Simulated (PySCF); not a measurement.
PySCF input for FGeH₅Si, SMILES F[SiH2][GeH3], TDA-B3LYP/def2-SVPD. Coordinates come from a B3LYP-D3(BJ)/def2-SVP optimisation. This is a generated structure with no PubChem entry under its InChIKey; it may be hypothetical.

```python
import numpy as np
from pyscf import gto, scf, dft, tdscf

mol = gto.M(
    atom='''
    Si   -0.53740711   -1.22887619    0.00000000
    F     0.83244073   -2.12158336   -0.00000000
    Ge    0.06547251    1.08301646   -0.00000000
    H    -1.32049310   -1.58489069    1.21655927
    H    -1.32049311   -1.58489069   -1.21655927
    H    -1.21136780    1.95153263    0.00000001
    H     0.89448329    1.43011954    1.25289295
    H     0.89448328    1.43011955   -1.25289295
    ''',
    basis='def2-SVPD',
    charge=0,
    spin=0,
    symmetry=True,
    max_memory=1600,
    verbose=4,
)
mf = dft.RKS(mol, xc='b3lyp').density_fit(auxbasis='def2-universal-jkfit')
mf.grids.level = 3
mf.conv_tol = 1e-9
mf.max_cycle = 100
mf.kernel()
mf.grids = dft.Grids(mol).set(level=1).build(with_non0tab=True)  # coarser grid for the response kernel
td = tdscf.TDA(mf)
td.singlet = True
td.nstates = 10
td.conv_tol = 1e-4
td.kernel(x0=td.get_init_guess(mf, 15))
td.analyze()
tt = tdscf.TDA(mf)
tt.singlet = False
tt.nstates = 4
tt.conv_tol = 1e-4
tt.kernel(x0=tt.get_init_guess(mf, 9))
tt.analyze(verbose=3)
```

Output:

```
PySCF version 2.14.0

[INPUT] verbose = 4
[INPUT] num. atoms = 8
[INPUT] num. electrons = 60
[INPUT] charge = 0
[INPUT] spin (= nelec alpha-beta = 2S) = 0
[INPUT] symmetry True subgroup None
[INPUT] Mole.unit = angstrom
[INPUT] Symbol           X                Y                Z      unit          X                Y                Z       unit  Magmom
[INPUT]  1 Si    -0.537407110000  -1.228876190000   0.000000000000 AA   -1.015552255294  -2.322239440099   0.000000000000 Bohr   0.0
[INPUT]  2 F      0.832440730000  -2.121583360000   0.000000000000 AA    1.573084994633  -4.009211500835   0.000000000000 Bohr   0.0
[INPUT]  3 Ge     0.065472510000   1.083016460000   0.000000000000 AA    0.123725112588   2.046604497796   0.000000000000 Bohr   0.0
[INPUT]  4 H     -1.320493100000  -1.584890690000   1.216559270000 AA   -2.495370308378  -2.995009341473   2.298963834601 Bohr   0.0
[INPUT]  5 H     -1.320493110000  -1.584890690000  -1.216559270000 AA   -2.495370327275  -2.995009341473  -2.298963834601 Bohr   0.0
[INPUT]  6 H     -1.211367800000   1.951532630000   0.000000010000 AA   -2.289153378117   3.687862193852   0.000000018897 Bohr   0.0
[INPUT]  7 H      0.894483290000   1.430119540000   1.252892950000 AA    1.690328441100   2.702534255989   2.367624538898 Bohr   0.0
[INPUT]  8 H      0.894483280000   1.430119550000  -1.252892950000 AA    1.690328422203   2.702534274886  -2.367624538898 Bohr   0.0

nuclear repulsion = 255.375466212685
point group symmetry = Cs
symmetry origin: [-2.83458917e-09  5.03926953e-09  3.14954351e-10]
symmetry axis x: [ 1.00000000e+00 -1.41057623e-09  1.15711642e-09]
symmetry axis y: [-1.41057623e-09 -1.00000000e+00 -6.59039946e-11]
symmetry axis z: [-1.15711642e-09 -6.59039786e-11  1.00000000e+00]
num. orbitals of irrep A' = 81
num. orbitals of irrep A" = 44
number of shells = 53
number of NR pGTOs = 205
number of NR cGTOs = 125
basis = def2-SVPD
ecp = {}


[settings echo left out]
init E= -2468.30566750665
HOMO (A') = -0.296176560734252  LUMO (A') = -0.0591934795473743  gap/eV = 6.44864
cycle= 1 E= -2468.98083473698  delta_E= -0.675  |g|= 0.625  |ddm|= 2.86
HOMO (A') = -0.279716680174726  LUMO (A') = -0.0369509470436693  gap/eV = 6.60599
cycle= 2 E= -2468.87144914842  delta_E= 0.109  |g|= 1.04  |ddm|= 1.22
HOMO (A') = -0.302414003426823  LUMO (A') = -0.0314991244171745  gap/eV = 7.37197
cycle= 3 E= -2469.03599797725  delta_E= -0.165  |g|= 0.12  |ddm|= 0.803
HOMO (A') = -0.299107994155021  LUMO (A') = -0.028580666742819  gap/eV = 7.36142
cycle= 4 E= -2469.03787933173  delta_E= -0.00188  |g|= 0.0213  |ddm|= 0.106
HOMO (A') = -0.301053264681394  LUMO (A') = -0.0292155333714872  gap/eV = 7.39708
cycle= 5 E= -2469.03793078254  delta_E= -5.15e-05  |g|= 0.0042  |ddm|= 0.0233
HOMO (A') = -0.300982680646801  LUMO (A') = -0.0293471974360311  gap/eV = 7.39158
cycle= 6 E= -2469.03793534561  delta_E= -4.56e-06  |g|= 0.000712  |ddm|= 0.00834
HOMO (A') = -0.300837913544524  LUMO (A') = -0.0292131683424217  gap/eV = 7.39129
cycle= 7 E= -2469.03793552157  delta_E= -1.76e-07  |g|= 0.000153  |ddm|= 0.00152
HOMO (A') = -0.300872864649243  LUMO (A') = -0.0292378307785044  gap/eV = 7.39157
cycle= 8 E= -2469.03793553092  delta_E= -9.34e-09  |g|= 2.89e-05  |ddm|= 0.000319
HOMO (A') = -0.300870736676765  LUMO (A') = -0.0292376682101332  gap/eV = 7.39151
cycle= 9 E= -2469.03793553118  delta_E= -2.67e-10  |g|= 4.62e-06  |ddm|= 6.16e-05
HOMO (A') = -0.300871257014507  LUMO (A') = -0.0292375092728108  gap/eV = 7.39153
Extra cycle  E= -2469.03793553119  delta_E= -6.37e-12  |g|= 6.11e-06  |ddm|= 1.29e-05
converged SCF energy = -2469.03793553119
tot grids = 31488


******** <class 'pyscf.tdscf.rks.TDA'> for <class 'pyscf.df.df_jk.DFSymAdaptedRKS'> ********
nstates = 10 singlet
deg_eia_thresh = 1.000e-03
wfnsym = None
conv_tol = 0.0001
eigh lindep = 1e-12
eigh level_shift = 0
eigh max_cycle = 100


Excitation energies (eV)
[6.39518987 7.24298552 7.4366395  7.5715201  7.66733933 8.03024803
 8.0427229  8.15728994 8.29419896 8.59940847]

** Singlet excitation energies and oscillator strengths **
Excited State   1:   A'      6.39519 eV    193.87 nm  f=0.0187
      30 -> 31        0.69474
Excited State   2:   A'      7.24299 eV    171.18 nm  f=0.1090
      30 -> 32        0.65018
      30 -> 34       -0.25871
Excited State   3:   A"      7.43664 eV    166.72 nm  f=0.0022
      27 -> 31       -0.12125
      29 -> 31        0.54931
      30 -> 33        0.41232
Excited State   4:   A"      7.57152 eV    163.75 nm  f=0.0438
      27 -> 31       -0.16431
      29 -> 31        0.38882
      30 -> 33       -0.53142
Excited State   5:   A'      7.66734 eV    161.70 nm  f=0.2475
      28 -> 31       -0.28775
      30 -> 32       -0.20343
      30 -> 34       -0.59649
Excited State   6:   A'      8.03025 eV    154.40 nm  f=0.0058
      30 -> 35       -0.69330
Excited State   7:   A"      8.04272 eV    154.16 nm  f=0.0003
      27 -> 31        0.65964
      28 -> 33       -0.12272
      29 -> 31        0.17804
Excited State   8:   A'      8.15729 eV    151.99 nm  f=0.1795
      28 -> 31       -0.58015
      28 -> 32       -0.17979
      29 -> 33        0.20717
      30 -> 32        0.10931
      30 -> 34        0.19982
      30 -> 37       -0.10426
Excited State   9:   A"      8.29420 eV    149.48 nm  f=0.0549
      28 -> 33        0.13546
      29 -> 32       -0.67697
Excited State  10:   A'      8.59941 eV    144.18 nm  f=0.1391
      28 -> 31        0.15298
      28 -> 32       -0.66186
      30 -> 37        0.11654

** Transition electric dipole moments (AU) **
state          X           Y           Z        Dip. S.      Osc.
  1        -0.3086     -0.1555      0.0000      0.1194      0.0187
  2        -0.1786     -0.7632     -0.0000      0.6143      0.1090
  3         0.0000      0.0000      0.1103      0.0122      0.0022
  4        -0.0000      0.0000     -0.4861      0.2362      0.0438
  5         0.4777      1.0438      0.0000      1.3177      0.2475
  6        -0.1391     -0.1010     -0.0000      0.0295      0.0058
  7        -0.0000      0.0000     -0.0415      0.0017      0.0003
  8        -0.2948     -0.9008     -0.0000      0.8984      0.1795
  9         0.0000      0.0000      0.5199      0.2702      0.0549
 10        -0.5262      0.6193      0.0000      0.6604      0.1391

** Transition velocity dipole moments (imaginary part, AU) **
state          X           Y           Z        Dip. S.      Osc.
  1         0.0060     -0.0265     -0.0000      0.0007      0.0021
  2        -0.0368     -0.1842      0.0000      0.0353      0.0884
  3        -0.0000     -0.0000     -0.0009      0.0000      0.0000
  4         0.0000     -0.0000     -0.0264      0.0007      0.0017
  5         0.1067      0.2488      0.0000      0.0733      0.1733
  6        -0.0136     -0.0143     -0.0000      0.0004      0.0009
  7         0.0000     -0.0000     -0.0001      0.0000      0.0000
  8        -0.1074     -0.2023     -0.0000      0.0525      0.1167
  9        -0.0000     -0.0000      0.1500      0.0225      0.0492
 10        -0.1498      0.1618      0.0000      0.0486      0.1026

** Transition magnetic dipole moments (imaginary part, AU) **
state          X           Y           Z
  1        -0.0000     -0.0000     -0.8503
  2         0.0000     -0.0000     -0.0400
  3         0.3753      0.6106     -0.0000
  4         0.2464      0.4400      0.0000
  5        -0.0000      0.0000     -0.0218
  6         0.0000     -0.0000      0.5934
  7        -0.7852     -0.8816      0.0000
  8         0.0000     -0.0000     -0.3507
  9        -0.8846      0.7199     -0.0000
 10        -0.0000     -0.0000     -0.2406


******** <class 'pyscf.tdscf.rks.TDA'> for <class 'pyscf.df.df_jk.DFSymAdaptedRKS'> ********
nstates = 4 triplet
deg_eia_thresh = 1.000e-03
wfnsym = None
conv_tol = 0.0001
eigh lindep = 1e-12
eigh level_shift = 0
eigh max_cycle = 100


Excitation energies (eV)
[5.7311112  6.58752838 6.62119339 7.06504768]

** Triplet excitation energies and oscillator strengths **
Excited State   1:   A'      5.73111 eV    216.34 nm  f=0.0000
Excited State   2:   A"      6.58753 eV    188.21 nm  f=0.0000
Excited State   3:   A'      6.62119 eV    187.25 nm  f=0.0000
Excited State   4:   A'      7.06505 eV    175.49 nm  f=0.0000
```

The run converged.

Cost: roughly 50 core-seconds.
